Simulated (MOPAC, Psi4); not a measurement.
Conformational energy of SMILES CS[SiH2][Si](C)(C)C, singlet. Scanned: dihedral C1–S2–Si3–Si4; all other coordinates were relaxed at GFN2-xTB. Points at φ and −φ are mirror images. Heavy atoms are numbered in the order of the SMILES CS[SiH2][Si](C)(C)C, hydrogens after them in the order of the atoms that carry them; the mirror image has the same energies with the sign of each dihedral reversed.

- PBE/def2-SVP // GFN2-xTB (Psi4)
- PM3, restricted, heats of formation // GFN2-xTB (MOPAC)
- PBE-D3(BJ)/def2-SVP // GFN2-xTB (Psi4)

Energies relative to the lowest point of each profile, in mEh:

| φ / ° | PBE/def2-SVP | PM3 |
|---|---|---|
| -140 | 1.7 | 1.9 |
| -120 | 2.4 | 1.7 |
| -100 | 1.7 | 1.0 |
| -80 | 0.8 | 0.2 |
| -60 | 1.2 | 0.2 |
| 0 | 4.8 | 0.5 |
| 40 | 2.2 | 0.0 |
| 60 | 1.2 | 0.2 |
| 80 | 0.8 | 0.2 |
| 120 | 2.4 | 1.7 |
| 160 | 0.5 | 1.9 |
| 180 | 0.0 | 1.8 |

Task: Predict the corresponding PBE-D3(BJ)/def2-SVP column.

Result: -140: 1.7; -120: 2.4; -100: 1.5; -80: 0.3; -60: 0.4; 0: 3.7; 40: 1.2; 60: 0.4; 80: 0.3; 120: 2.4; 160: 0.5; 180: 0.0 (mEh).
